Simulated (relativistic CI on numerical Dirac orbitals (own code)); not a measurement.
**Eu²⁺ (4f7) in a crystal field**

Calculated by Dirac-Coulomb-Breit CI, separate exchange-only KLI orbitals for each configuration, QED by a radiative potential, valence Slater integrals scaled by 0.7, one configuration in a parametric crystal field (own radial code).

Field parameters in Wybourne normalisation. The field is a parameter set, without covalency.

S and J are read from ⟨S²⟩ = S(S + 1) and ⟨J²⟩ = J(J + 1) of each level; they are not fictitious spins.

C2v, B20 = 60, B22 = 240, B40 = 380, B42 = 300, B44 = -230, B60 = 220, B62 = 70, B64 = -330, B66 = -310 cm⁻¹, the lowest 10 levels:

```
E (cm⁻¹)  Degeneracy     S     J
     0.0           2  3.47  3.50
     0.2           2  3.47  3.50
     0.3           2  3.47  3.50
     0.5           2  3.47  3.50
   22757           2  2.44  3.51
   22783           2  2.44  3.51
   22800           2  2.44  3.51
   22828           2  2.44  3.52
   23278           2  2.47  2.54
   23293           2  2.47  2.54
```

Principal g values of the ground doublet: 0.25, 0.37, 13.54.

C2v, B20 = -110, B22 = 0, B40 = 140, B42 = 0, B44 = -200, B60 = 270, B62 = -220, B64 = 280, B66 = 250 cm⁻¹, the lowest 16 levels:

```tsv
E (cm⁻¹)	Degeneracy	S	J
0.0	2	3.47	3.50
0.0	2	3.47	3.50
0.1	2	3.47	3.50
0.2	2	3.47	3.50
22784	2	2.44	3.52
22787	2	2.44	3.51
22795	2	2.44	3.51
22808	2	2.44	3.51
23293	2	2.47	2.54
23301	2	2.47	2.52
23306	2	2.47	2.54
23779	2	2.48	1.57
23786	2	2.48	1.57
25017	2	2.42	3.50
25021	2	2.42	3.50
25024	2	2.42	3.50
```

Principal g values of the ground doublet: 1.48, 3.69, 11.63.

The next free-ion level lies 22803 cm⁻¹ above the lowest; the field splits the ground level into components whose J stays near 7/2 as long as their spread is small against that gap.

Levels of this model without a field, named by their leading LS term (the scale mimics covalency, so terms lie below those of the real free ion): 8S°_7/2 0, 6P°_7/2 22803, 6P°_5/2 23312, 6P°_3/2 23796, 6I°_7/2 25021, 6I°_9/2 25348, 6I°_17/2 25417, 6I°_11/2 25608 cm⁻¹.
